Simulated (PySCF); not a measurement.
These compounds are isomers of formula C$_{6}$H$_{8}$O$_{3}$Si.

A. SMILES O=C(C[SiH2]O)c1ccco1
B. `COC(=O)c1coc([SiH3])c1`
C. `InChI=1S/C6H8O3Si/c1-10-5-3-2-4(9-5)6(7)8/h2-3H,10H2,1H3,(H,7,8)`

Spectrum 1. 13C{1H} NMR (computed): δ 165.2 (C), 163.0 (C), 154.4 (C), 129.5 (CH), 129.0 (CH), -6.3 (CH3).

Spectrum 2. 13C{1H} NMR (computed): δ 194.9 (C), 160.2 (C), 151.2 (CH), 125.9 (CH), 120.3 (CH), 32.2 (CH2).

Spectrum 3. 13C{1H} NMR (computed): δ 169.7 (C), 161.4 (CH), 154.1 (C), 131.5 (CH), 126.9 (C), 53.6 (CH3).

Calculated, not measured (PySCF 2.14.0 with density-fitted response routines): GFN2-xTB geometry, PBE0/pcSseg-1 with gauge-including orbitals. One conformer, non-relativistic, equivalent nuclei averaged, no solvent.

δ = σ(ref) − σ, references computed at the same level: 13C (186.93 ppm) against TMS. Acid and N–H amide carbonyl carbons lie up to 10 ppm further downfield in solution (hydrogen bonding). Shifts are as computed. Against solution values, carbons near 30 ppm lie about +3 ppm off and those near 130 ppm about +5 ppm. Of 1309 compounds with measured shifts, 239 miss one by over three times the rms of a fit or turn the order of signals round; such compounds aren't used in these exercises.

Match each spectrum to its structure.

Answers

1–C, 2–A, 3–B.

- Spectrum 1 (C): 6 13C signals; δC 163.0 is a carboxylic acid carbon; δC 129.5 is an aromatic CH.
- Spectrum 2 (A): 6 13C signals; δC 194.9 is a ketone carbonyl carbon; δC 32.2 is an sp3 CH2 bonded to Si, α to a carbonyl.
- Spectrum 3 (B): 6 13C signals; δC 169.7 is an ester carbonyl carbon; δC 131.5 is an aromatic CH.
